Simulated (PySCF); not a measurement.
C5H7F, SMILES F/C=C\C1CC1.

Coordinates come from a B3LYP-D3(BJ)/def2-SVP optimisation. The structure was generated by enumeration; whether it is a known compound was not checked. One conformer was computed; it need not be the lowest.

All values below come from TDA-PBE/def2-SVPD in PySCF.

Vertical excitations. Gas-phase values at a fixed geometry. State labels are in the subgroup Cs.

```
state  symmetry  energy (eV)  λ (nm)      f                                          main pairs
-----  --------  -----------  ------  -----  --------------------------------------------------
S1           A"         5.91     210  0.021                                   HOMO→LUMO+1 100 %
S2           A"         6.18     201  0.001                                   HOMO→LUMO+2 100 %
S3           A"         6.44     193  0.001                                   HOMO→LUMO+3 100 %
S4           A'         6.58     189  0.238                    HOMO→LUMO+4 60 %, HOMO→LUMO 34 %
S5           A"         6.94     179  0.001                                    HOMO−1→LUMO 98 %
S6           A'         6.99     177  0.349  HOMO→LUMO 40 %, HOMO→LUMO+4 37 %, HOMO−2→LUMO 18 %
S7           A"         7.27     171  0.003                                    HOMO→LUMO+5 99 %
S8           A"         7.60     163  0.001                                    HOMO→LUMO+6 99 %
S9           A'         7.62     163  0.005                                  HOMO−1→LUMO+1 99 %
S10          A'         7.94     156  0.011                                  HOMO−1→LUMO+2 98 %
T1           A'         4.26     291      0                                      HOMO→LUMO 97 %
T2           A"         5.78     215      0                                    HOMO→LUMO+1 99 %
T3           A"         6.10     203      0                                    HOMO→LUMO+2 99 %
T4           A"         6.35     195      0                                    HOMO→LUMO+3 99 %
```
Triplets are in the Tamm–Dancoff approximation.
